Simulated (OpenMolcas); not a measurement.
W5+ with 6 ligands (fluoride) in octahedral coordination (Oh). A charge of +0.167 e stands 2.4 Å behind each ligand. Ligand basis ANO-RCC-VDZP.

```yaml
Program: OpenMolcas 26.06
Method: SS-CASPT2, IPEA 0.25 Eh, imaginary shift 0.1 Eh (the lowest 17 gerade and 15 ungerade orbitals frozen, chosen by energy and not by shell, so the metal 5p can be frozen and 4f correlated)
Basis: ANO-RCC-VTZP [8s7p5d3f2g1h]
Scalar_Hamiltonian: DKH2, point nucleus
Active_space: 1 electron in 5 orbitals (5d)
State_averaging: 2S+1 = 2 even, 5 roots
Spin-orbit_coupling: state interaction with AMFI integrals over the reference wave functions
```

All ligands move together. At R = 1.89 Å |10Dq| is 42289 cm-1, and at R = 2.02 Å it is 32781 cm-1.

**Question.** A third run gives 38894 cm-1. What distance was it run at?

**Answer.** With a power law R^-n the two known points give n = -ln(32781 / 42289) / ln(2.02 / 1.89) = 3.83. Then R = 1.89 × (42289 / 38894)^(1/3.83) = 1.932 Å. The run was at 1.93 Å, so the estimate is off by +0.002 Å.

Roots that are degenerate in the reference are averaged as groups; the widest CASPT2 spread within a group is 100 cm-1 (the 3-fold group of multiplicity 2 near 0 cm-1 above the lowest state of its run, R = 1.93). Shifts and gaps below about the spread of the groups concerned are not significant. Over all roots computed the reference weight is 0.71 in R = 1.89, 0.70 in R = 1.93, 0.69 in R = 2.02; a low but even weight reflects the number of correlated electrons. An orbital triplet at a regular site is open to Jahn-Teller coupling, which can distort the site and quench the lowest spin-orbit gaps and is left out. Ligand-to-metal charge-transfer states are missing. With one d shell and no ligand orbital active, 10Dq can be off by a tenth or more. The least metal-like active orbital is 72 % on the metal (Löwdin) and no ligand orbital is active, so the numbers are rough (holds for R = 1.89). The least metal-like active orbital is 73 % on the metal (Löwdin) and no ligand orbital is active, so the numbers are rough (holds for R = 1.93). The least metal-like active orbital is 74 % on the metal (Löwdin) and no ligand orbital is active, so the numbers are rough (holds for R = 2.02). No measured value stands beside these numbers; the geometry was imposed, not optimised, and the real ion may take another.
